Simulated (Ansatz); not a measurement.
Problem. Name a neutral molecule of Al, C, Cl, F, O and H with HOMO energy (PBE0/def2-TZVPP) between -8.65 and -8.35 eV and LUMO energy (B3LYP/def2-TZVPP) between -1.15 and -0.85 eV (Ansatz, PBE0-D4/def2-TZVP geometry).

Solution. `CC(C)[O][Al]([F])[Cl]` (-8.56 eV, -1.06 eV). Other molecules can fit too; these were computed, each in one conformer that needn't be the lowest.

B3LYP here is the variant with VWN-RPA as its local correlation; programs differ in this.
